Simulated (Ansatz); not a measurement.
CH3O, doublet, geometry from GFN2-xTB; Ansatz (a first-principles code) with PBE/6-31G*.

Here is a job for Ansatz.
Ansatz 0.2 input:
```yaml
crystal:
  periodic: [false, false, false]
  atoms:
    - {symbol: C, position_ang: [-0.54116997, 0.05353428, 0.00083229]}
    - {symbol: O, position_ang: [0.76176720, -0.09588941, -0.01975640]}
    - {symbol: H, position_ang: [-0.92867698, -0.03773698, 1.04276980]}
    - {symbol: H, position_ang: [-0.81706085, 1.11029291, -0.22559941]}
    - {symbol: H, position_ang: [-1.10137993, -0.62664630, -0.66411297]}
basis:
  gaussian:
    orbitals: 6-31G*
hamiltonian:
  xc: pbe
magnetization: {spin_polarized: true, initial_magnetization: 1}
scf: {lower_state_search: full}
```

Q: Write the output that Ansatz gives for this input, abridged.

A: 
```
Functional definition: PBE
438 factors; their error is unknown
mean field evaluation 1: about -3123.7058 eV, gradient 2.6e1 eV
mean field evaluation 2: about -3120.6425 eV, gradient 3.7e1 eV
mean field evaluation 4: about -3126.7708 eV, gradient 2.3e0 eV
mean field evaluation 8: about -3126.7676 eV, gradient 1.8e-2 eV
mean field evaluation 16: about -3126.7676 eV, gradient 4.1e-5 eV
mean field evaluation 32: about -3126.6005 eV, gradient 5.3e-1 eV
mean field evaluation 64: about -3126.7676 eV, gradient 1.7e-6 eV
mean field evaluation 96: about -3126.7676 eV, gradient 3.4e-2 eV
mean field -3126.76761857 eV, -114.9065905833 hartree, gradient 3.9e-6 eV, S^2 0.752214; 8 other end points of the search recorded, 0 dependent functions left out
reference -3126.76763154 eV, -114.9065910597 hartree; 9, 8 occupied and 27, 28 virtual orbitals, 438 factors
Total energy: -3126.76763154 eV, -114.9065910597 hartree
```
